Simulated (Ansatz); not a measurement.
Ansatz (a program for electronic structure) input for YF3, SMILES [F][Y]([F])[F], B3LYP-D3(BJ)/def2-TZVP. 

Ansatz 0.2 input:
```yaml
crystal:
  periodic: [false, false, false]
  atoms:
    - {symbol: Y, position_ang: [-0.00000000, 0.00000000, -0.34514147]}
    - {symbol: F, position_ang: [1.45709107, -0.84125192, 0.49853768]}
    - {symbol: F, position_ang: [-1.45709107, -0.84125193, 0.49853769]}
    - {symbol: F, position_ang: [-0.00000000, 1.68250385, 0.49853769]}
basis:
  gaussian:
    orbitals: def2-TZVP
hamiltonian:
  xc: b3lyp
  dispersion: d3bj
relax: {f_tol: 0.002, max_steps: 200}
```

It prints:

```
WARN ansatz: RAYON_NUM_THREADS=1 ignored (pool sized by the plan → 1); use --threads N
Functional definition: B3LYP
integrals: 0.04 GiB planned
835 factors; their error is unknown
mean field: 0.41 GiB planned
mean field evaluation 1: about -9195.1837 eV, gradient 7.7e1 eV
mean field evaluation 2: about -9144.1368 eV, gradient 2.0e2 eV
mean field evaluation 4: about -9203.9013 eV, gradient 3.6e0 eV
mean field evaluation 8: about -9203.9275 eV, gradient 1.5e-2 eV
mean field evaluation 16: about -9203.9709 eV, gradient 1.7e-5 eV
mean field -9203.97089027 eV, -338.2396915419 hartree, gradient 1.7e-5 eV, S^2 0.000000; 0 other end points of the search recorded, 0 dependent functions left out
the calculation of the forces begins
reference -9203.97119107 eV, -338.2397025959 hartree; 19, 19 occupied and 114, 114 virtual orbitals, 835 factors
relax step   1: F+E_penalty+E_count = -9204.05657287 eV  Δ(F+E_penalty+E_count) = +0.000e0 eV  max|allowed force component| = 3.169e0 eV/Å  Δτ_max = 0.0000 Å  (27 SCF iters, accepted)
these checks for a lower state are left out or cut short: starts, cluster_reference, orbital_swaps, neighbouring_geometries, increment
integrals: 0.04 GiB planned
835 factors; their error is unknown
mean field: 0.40 GiB planned
mean field -9204.62219151 eV, -338.2636264208 hartree, gradient 9.0e-6 eV, S^2 0.000000; 0 other end points of the search recorded, 0 dependent functions left out
the calculation of the forces begins
reference -9204.62249696 eV, -338.2636376460 hartree; 19, 19 occupied and 114, 114 virtual orbitals, 835 factors
relax step   2: F+E_penalty+E_count = -9204.70403692 eV  Δ(F+E_penalty+E_count) = -6.475e-1 eV  max|allowed force component| = 4.421e-1 eV/Å  Δτ_max = 0.1749 Å  (33 SCF iters, accepted)
these checks for a lower state are left out or cut short: starts, cluster_reference, orbital_swaps, neighbouring_geometries, increment
integrals: 0.04 GiB planned
835 factors; their error is unknown
mean field: 0.39 GiB planned
mean field evaluation 32: about -9204.7363 eV, gradient 4.1e-4 eV
mean field -9204.73627183 eV, -338.2678187954 hartree, gradient 7.6e-6 eV, S^2 0.000000; 0 other end points of the search recorded, 0 dependent functions left out
the calculation of the forces begins
reference -9204.73657784 eV, -338.2678300410 hartree; 19, 19 occupied and 114, 114 virtual orbitals, 835 factors
relax step   3: F+E_penalty+E_count = -9204.81573741 eV  Δ(F+E_penalty+E_count) = -1.117e-1 eV  max|allowed force component| = 5.011e-1 eV/Å  Δτ_max = 0.1927 Å  (33 SCF iters, accepted)
these checks for a lower state are left out or cut short: starts, cluster_reference, orbital_swaps, neighbouring_geometries, increment
integrals: 0.04 GiB planned
835 factors; their error is unknown
mean field: 0.40 GiB planned
mean field -9204.75861993 eV, -338.2686400730 hartree, gradient 6.9e-6 eV, S^2 0.000000; 0 other end points of the search recorded, 0 dependent functions left out
the calculation of the forces begins
reference -9204.75892400 eV, -338.2686512473 hartree; 19, 19 occupied and 114, 114 virtual orbitals, 835 factors
relax step   4: F+E_penalty+E_count = -9204.83800718 eV  Δ(F+E_penalty+E_count) = -2.227e-2 eV  max|allowed force component| = 5.309e-1 eV/Å  Δτ_max = 0.2000 Å  (33 SCF iters, accepted)
these checks for a lower state are left out or cut short: starts, cluster_reference, orbital_swaps, neighbouring_geometries, increment
integrals: 0.04 GiB planned
835 factors; their error is unknown
mean field: 0.39 GiB planned
mean field -9204.77914123 eV, -338.2693942170 hartree, gradient 2.7e-5 eV, S^2 0.000000; 0 other end points of the search recorded, 0 dependent functions left out
the calculation of the forces begins
reference -9204.77944575 eV, -338.2694054078 hartree; 19, 19 occupied and 114, 114 virtual orbitals, 835 factors
relax step   5: F+E_penalty+E_count = -9204.85774878 eV  Δ(F+E_penalty+E_count) = -1.974e-2 eV  max|allowed force component| = 1.411e-1 eV/Å  Δτ_max = 0.1153 Å  (32 SCF iters, accepted)
these checks for a lower state are left out or cut short: starts, cluster_reference, orbital_swaps, neighbouring_geometries, increment
integrals: 0.04 GiB planned
835 factors; their error is unknown
mean field: 0.39 GiB planned
mean field -9204.78049371 eV, -338.2694439195 hartree, gradient 2.5e-5 eV, S^2 0.000000; 0 other end points of the search recorded, 0 dependent functions left out
the calculation of the forces begins
reference -9204.78079808 eV, -338.2694551049 hartree; 19, 19 occupied and 114, 114 virtual orbitals, 835 factors
relax step   6: F+E_penalty+E_count = -9204.85922539 eV  Δ(F+E_penalty+E_count) = -1.477e-3 eV  max|allowed force component| = 2.023e-3 eV/Å  Δτ_max = 0.0174 Å  (28 SCF iters, accepted)
these checks for a lower state are left out or cut short: starts, cluster_reference, orbital_swaps, neighbouring_geometries, increment
integrals: 0.04 GiB planned
835 factors; their error is unknown
mean field: 0.39 GiB planned
mean field evaluation 64: about -9204.7805 eV, gradient 9.0e-2 eV
mean field -9204.78050528 eV, -338.2694443447 hartree, gradient 2.7e-5 eV, S^2 0.000000; 0 other end points of the search recorded, 0 dependent functions left out
the calculation of the forces begins
reference -9204.78080965 eV, -338.2694555301 hartree; 19, 19 occupied and 114, 114 virtual orbitals, 835 factors
relax step   7: F+E_penalty+E_count = -9204.85923577 eV  Δ(F+E_penalty+E_count) = -1.038e-5 eV  max|allowed force component| = 6.740e-4 eV/Å  Δτ_max = 0.0061 Å  (27 SCF iters, accepted)
these checks for a lower state are left out or cut short: starts, cluster_reference, orbital_swaps, neighbouring_geometries, increment
integrals: 0.04 GiB planned
835 factors; their error is unknown
mean field: 0.39 GiB planned
mean field -9204.78050688 eV, -338.2694444034 hartree, gradient 8.2e-6 eV, S^2 0.000000; 0 other end points of the search recorded, 0 dependent functions left out
the calculation of the forces begins
reference -9204.78081125 eV, -338.2694555888 hartree; 19, 19 occupied and 114, 114 virtual orbitals, 835 factors
relax step   8: F+E_penalty+E_count = -9204.85923717 eV  Δ(F+E_penalty+E_count) = -1.402e-6 eV  max|allowed force component| = 8.505e-4 eV/Å  Δτ_max = 0.0030 Å  (24 SCF iters, accepted)
integrals: 0.04 GiB planned
835 factors; their error is unknown
mean field: 0.39 GiB planned
mean field -9204.78050688 eV, -338.2694444034 hartree, gradient 1.0e-5 eV, S^2 0.000000; 1 other end points of the search recorded, 0 dependent functions left out
the calculation of the forces begins
reference -9204.78081125 eV, -338.2694555888 hartree; 19, 19 occupied and 114, 114 virtual orbitals, 835 factors
Total energy: -9204.85954154 eV, -338.2723488737 hartree
Atom 0 at     0.000000     0.000210     0.287588 Å, force     0.000000    -0.000850     0.000005 eV/Å
Atom 1 at     1.740021    -1.004958     0.287616 Å, force    -0.000218     0.000290    -0.000002 eV/Å
Atom 2 at    -1.740021    -1.004958     0.287616 Å, force     0.000218     0.000290    -0.000002 eV/Å
Atom 3 at    -0.000000     2.009706     0.287651 Å, force     0.000000     0.000271    -0.000002 eV/Å
Dipole moment:    -0.000000     0.000440    -0.000074 e Å
```

The run converged.

Cost: about 40 core-seconds (a rough figure).
